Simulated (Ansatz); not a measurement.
Calculated with Ansatz (gas phase, PBE0-D4/def2-TZVP geometries, no zero-point term in ΔE). CCSD(T)/CBS adds triple-zeta CCSD(T) − MP2 to the extrapolated MP2 energy (def2 sets, frozen cores). This one scheme is used for every species. DFT in def2-TZVPP. B3LYP here is the variant with VWN-RPA as its local correlation; programs differ in this. HSE06 is defined as in plane-wave codes. One conformer a species, not always the lowest.

Consider the formal hydrolysis of the Si–C bond: `C[Si](C)(C)P` + H₂O → `C[Si](C)(O)P` + CH₄.

```tsv
level	ΔE (kJ/mol)
BLYP-D4	-101.8
PBE-QIDH	-97.6
B3LYP	-108.1
HSE06	-95.8
RPA@PBE/def2-TZVPP	-97.5
CCSD(T)/def2-SVP	-95.3
HF/def2-TZVPP	-116.5
CCSD/CBS(def2)	-98.3
```

What does CCSD(T)/CBS give? (An estimate is asked.)

The calculation gave: -96.3 kJ/mol. The listed levels differ from it by -5.5, -1.3, -11.8, 0.5, -1.2, 1.0, -20.2, -2.0 kJ/mol.

Largest T1 diagnostic among the species: 0.012.

In def2-TZVPP, CCSD(T) changes the Hartree–Fock value by +18.0 kJ/mol (the triples alone add +2.0 kJ/mol) and MP2 by +18.3 kJ/mol. The D4 term adds +5.2 kJ/mol with B3LYP and +3.1 kJ/mol with PBE0; it sums over pairs of atoms, weighted by their polarisabilities, and B3LYP, whose exchange is more repulsive, gets the larger term.

CCSD(T)/CBS has its own doubt, a few kJ/mol and more with outer-core shells, so smaller differences from it don't rank the levels.
